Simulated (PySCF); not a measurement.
**Magnetic susceptibility: SMILES Cl[CH2][GaH2-][Br], [CH4BrClGa]-, charge -1**

Geometry:
```
atom   x (Å)   y (Å)   z (Å)
 Cl1  -1.326   1.276   1.083
  C2  -1.077   0.071  -0.234
 Ga3   0.885  -0.380   0.119
 Br4   2.180   1.289  -0.789
  H5  -1.833  -0.703  -0.066
  H6  -1.358   0.592  -1.158
  H7   1.211  -0.436   1.638
  H8   1.327  -1.700  -0.618
```

Total charge -1.

Computed with GIAO B97-D/ANO-RCC-VDZP magnetisability, non-relativistic, IEF-PCM chloroform in PySCF. Geometry: GFN2-xTB.

The calculation is non-relativistic, which matters for the atoms heavier than Zn.

(1) What are the magnetisability and the molar susceptibility?

(2) Split it along the inertial axes a, b, c into diamagnetic and paramagnetic parts about the centre of mass, with the quadrupole moment.

Results:

(1) Isotropic -1519 × 10⁻³⁰ J/T², or -91.5 × 10⁻⁶ cm³/mol; principal values -1623, -1479, -1454 × 10⁻³⁰ J/T², anisotropy 158 × 10⁻³⁰ J/T² (root of half the summed squared differences of the principal values). The susceptibility is in cgs units.

(2) 
| axis | χ (10⁻⁶ cm³/mol) | diamagnetic (10⁻⁶ cm³/mol) | paramagnetic (10⁻⁶ cm³/mol) | summed x² of all electrons (Å²) | quadrupole Θ (D Å) |
| --- | --- | --- | --- | --- | --- |
| a | -89.6 | -442.3 | 352.7 | 225.7 | -6.54 |
| b | -93.3 | -1075.1 | 981.8 | 76.6 | -2.17 |
| c | -91.6 | -1282.5 | 1190.9 | 27.7 | +8.71 |

Anisotropies 2χaa − χbb − χcc = +5.7 and 2χbb − χaa − χcc = -5.4 × 10⁻⁶ cm³/mol. Θ is traceless in Buckingham's convention.
